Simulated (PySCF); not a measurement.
**A fit for the 29Si shielding**

GIAO PBE0/pcSseg-1 on GFN2-xTB geometries (PySCF, gas phase, non-relativistic):

| SMILES | Hirshfeld charge (e) of Si | σ(Si) (ppm) |
| --- | --- | --- |
| CC#CC(=O)/C=C/[SiH](C)C | 0.385 | 368.0 |
| C[SiH](C)/C=C\C=O | 0.357 | 382.0 |
| C=CCC(=O)/C=C/[SiH](C)C | 0.384 | 368.0 |
| C[SiH](C)/C=C/C(=O)O | 0.387 | 367.5 |
| C[SiH](C)/C=C/C(=O)C=O | 0.389 | 366.2 |
| CC(=O)/C=C/[SiH](C)C | 0.383 | 376.0 |
| C=NC(=O)/C=C\[SiH](C)C | 0.354 | 383.6 |
| CNC(=O)/C=C/[SiH](C)C | 0.381 | 376.5 |
| C[SiH](C)/C=C/C(=O)OC=O | 0.390 | 366.6 |
| C#CC(=O)/C=C/[SiH](C)C | 0.387 | 367.6 |
| C[SiH](C)/C=C\C(=O)C(F)F | 0.362 | 377.9 |

(1) Fit σ(Si) as a line in the Hirshfeld charge of Si. How well does it hold?

(2) A further member, `CCC(=O)/C=C/[SiH](C)C`, has x = 0.384. What does the line predict, and what does the calculation give?

## Answers

(1) σ = 541.2 − 445.7 x, with x in e; correlation -0.91, rms deviation 2.6 ppm, largest 5.5 ppm at `CC(=O)/C=C/[SiH](C)C`. A charge says how many electrons sit at the atom, not how easily they circulate, so such a line holds only within like compounds.

(2) The line gives 370.1 ppm; the calculation 376.0 ppm, a difference of 5.9 ppm, outside the usual scatter of the fit.
